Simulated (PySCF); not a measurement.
B(Br)2(NH2) (BBr2H2N), SMILES NB(Br)Br. Atoms are numbered in the order given.

```xyz
6

B      0.0000     0.0000    -0.6449
Br     0.0000     1.6769     0.3227
Br     0.0000    -1.6769     0.3227
N      0.0000     0.0000    -2.0310
H      0.0000    -0.8554    -2.5746
H      0.0000     0.8554    -2.5746
```
Charge 0, spin multiplicity 1.

The structure is a stationary point at B3LYP-D3(BJ)/def2-SVP. One conformer was computed; it need not be the lowest.

Level of theory: PBE/def2-TZVP (PySCF).

Isolated molecule, no solvent.

```json
{
  "total_energy": "-5228.39493 hartree",
  "point_group": "C2v",
  "highest_occupied_level": "-6.83 eV",
  "lowest_empty_level": "-1.16 eV",
  "orbital_gap": "5.66 eV",
  "dipole_moment": "2.83 D",
  "quadrupole, principal values (traceless, Buckingham form, about the centre of nuclear charge)": "-5.36, -3.43, 8.78 D·Å",
  "mean_static_polarisability": "62.6 bohr³ (9.28 Å³)",
  "polarisability_principal_values": "44.8, 64.9, 78.1 bohr³"
}
```
